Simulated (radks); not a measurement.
Hg3+, configuration [Kr] 4d10 4f14 5s2 5p5 5d9 6s1 (not the ground configuration).

All-electron calculation, Dirac Kohn-Sham, PBE, spin-unpolarised, spherical densities, point nucleus; open shells fill j = l - 1/2 first. Program: a radial shooting solver on a logarithmic mesh with Libxc functionals.

Energy parts (Ry):
| part | energy |
|---|---|
| total | -39314.9444 |
| kinetic | 45380.1468 |
| electron-nucleus | -98986.2119 |
| Hartree | 15035.6181 |
| exchange-correlation | -744.4974 |

Orbitals (lengths in bohr, moments of r in powers of bohr; r(90%) holds 90 % of the orbital's charge):
| orbital | occ. | eigenvalue (Ry) | <r^4> | <r^2> | r(90%) |
|---|---|---|---|---|---|
| 1s1/2 | 2 | -6107.047 | 3.990e-07 | 0.0003806 | 0.0303 |
| 2s1/2 | 2 | -1083.960 | 0.00005783 | 0.005736 | 0.109 |
| 2p1/2 | 2 | -1039.931 | 0.00003430 | 0.004053 | 0.0950 |
| 2p3/2 | 4 | -896.7443 | 0.00005385 | 0.005240 | 0.107 |
| 3s1/2 | 2 | -259.5166 | 0.002098 | 0.03723 | 0.265 |
| 3p1/2 | 2 | -239.7298 | 0.001827 | 0.03392 | 0.257 |
| 3p3/2 | 4 | -208.0124 | 0.002546 | 0.04031 | 0.279 |
| 3d3/2 | 4 | -175.3396 | 0.001683 | 0.03086 | 0.252 |
| 3d5/2 | 6 | -168.5453 | 0.001859 | 0.03259 | 0.258 |
| 4s1/2 | 2 | -59.42802 | 0.04675 | 0.1799 | 0.573 |
| 4p1/2 | 2 | -50.95073 | 0.04974 | 0.1832 | 0.583 |
| 4p3/2 | 4 | -43.29127 | 0.06857 | 0.2154 | 0.631 |
| 4d3/2 | 4 | -29.45910 | 0.08100 | 0.2262 | 0.660 |
| 4d5/2 | 6 | -28.03100 | 0.08922 | 0.2375 | 0.676 |
| 4f5/2 | 6 | -10.22882 | 0.1522 | 0.2756 | 0.764 |
| 4f7/2 | 8 | -9.91989 | 0.1610 | 0.2833 | 0.775 |
| 5s1/2 | 2 | -11.60625 | 1.168 | 0.9006 | 1.28 |
| 5p1/2 | 2 | -8.78519 | 1.609 | 1.042 | 1.39 |
| 5p3/2 | 3 | -7.40219 | 2.311 | 1.247 | 1.52 |
| 5d3/2 | 4 | -3.51466 | 6.715 | 2.020 | 1.99 |
| 5d5/2 | 5 | -3.35166 | 7.602 | 2.147 | 2.05 |
| 6s1/2 | 1 | -2.64680 | 40.36 | 5.287 | 3.11 |
| 6p1/2 | 0 | -2.00021 | 72.81 | 7.059 | 3.61 |
| 6p3/2 | 0 | -1.81788 | 99.45 | 8.292 | 3.90 |

The highest occupied level is 6s1/2 at -36.012 eV. The density falls to 0.001 e/bohr^3 at r = 3.47 bohr. Summed over all electrons, <r^2> = 40.23 bohr^2, which gives a Langevin (diamagnetic) susceptibility term of -31.9 x 10^-6 cm^3/mol.
